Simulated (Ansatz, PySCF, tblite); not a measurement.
Bond stretch in MgH, doublet. Each curve is given relative to its own lowest point near equilibrium.

```json
[
 {"R / Å": "1.30", "A": "1.440", "B": "1.228", "C": "1.417", "D": "1.453"},
 {"R / Å": "1.40", "A": "0.738", "B": "0.632", "C": "0.722", "D": "0.761"},
 {"R / Å": "1.47", "A": "0.418", "B": "0.384", "C": "0.407", "D": "0.442"},
 {"R / Å": "1.59", "A": "0.105", "B": "0.142", "C": "0.100", "D": "0.123"},
 {"R / Å": "1.65", "A": "0.033", "B": "0.076", "C": "0.030", "D": "0.044"},
 {"R / Å": "1.70", "A": "0.005", "B": "0.039", "C": "0.004", "D": "0.010"},
 {"R / Å": "1.74", "A": "0.000", "B": "0.019", "C": "0.000", "D": "0.000"},
 {"R / Å": "1.79", "A": "0.012", "B": "0.005", "C": "0.014", "D": "0.005"},
 {"R / Å": "1.84", "A": "0.042", "B": "0.000", "C": "0.045", "D": "0.027"},
 {"R / Å": "1.90", "A": "0.095", "B": "0.004", "C": "0.101", "D": "0.071"},
 {"R / Å": "2.00", "A": "0.215", "B": "0.029", "C": "0.230", "D": "0.177"},
 {"R / Å": "2.17", "A": "0.464", "B": "0.101", "C": "0.514", "D": "0.410"},
 {"R / Å": "2.40", "A": "0.776", "B": "0.281", "C": "0.928", "D": "0.748"},
 {"R / Å": "2.65", "A": "0.997", "B": "0.531", "C": "1.234", "D": "1.046"},
 {"R / Å": "2.90", "A": "1.111", "B": "0.815", "C": "1.375", "D": "1.213"},
 {"R / Å": "3.13", "A": "1.160", "B": "1.092", "C": "1.420", "D": "1.277"},
 {"R / Å": "3.46", "A": "1.184", "B": "1.487", "C": "1.425", "D": "1.313"},
 {"R / Å": "3.83", "A": "1.188", "B": "1.891", "C": "1.414", "D": "1.324"},
 {"R / Å": "4.22", "A": "1.185", "B": "—", "C": "1.408", "D": "—"},
 {"R / Å": "4.75", "A": "1.182", "B": "—", "C": "1.408", "D": "—"},
 {"R / Å": "5.27", "A": "1.181", "B": "—", "C": "1.409", "D": "—"},
 {"R / Å": "6.02", "A": "1.180", "B": "—", "C": "1.409", "D": "—"},
 {"R / Å": "6.91", "A": "1.180", "B": "—", "C": "1.410", "D": "—"}
]
```

Energies in eV.

### Question
Assign the columns to these levels of theory: GFN2-xTB, 300 K electronic temperature (tblite); UHF/aug-cc-pVQZ (Ansatz, a first-principles code); PySCF with unrestricted M06-2X/6-31G*, spherical d; MP2 on UHF/aug-cc-pVQZ, frozen core run with Ansatz.

### Answer
A is UHF; B is GFN2-xTB; C is UMP2; D is UKS-M06-2X/6-31G*.

Dashes: no converged value, or the column stops at the first point that the program doubted or that broke a chosen test of continuity, which isn't proof of a fault.

The unrestricted determinant behind UHF, UMP2 is spin-contaminated at 2.40 to 3.13 Å (<S²> up to 0.9, against 0.75 for a pure doublet).
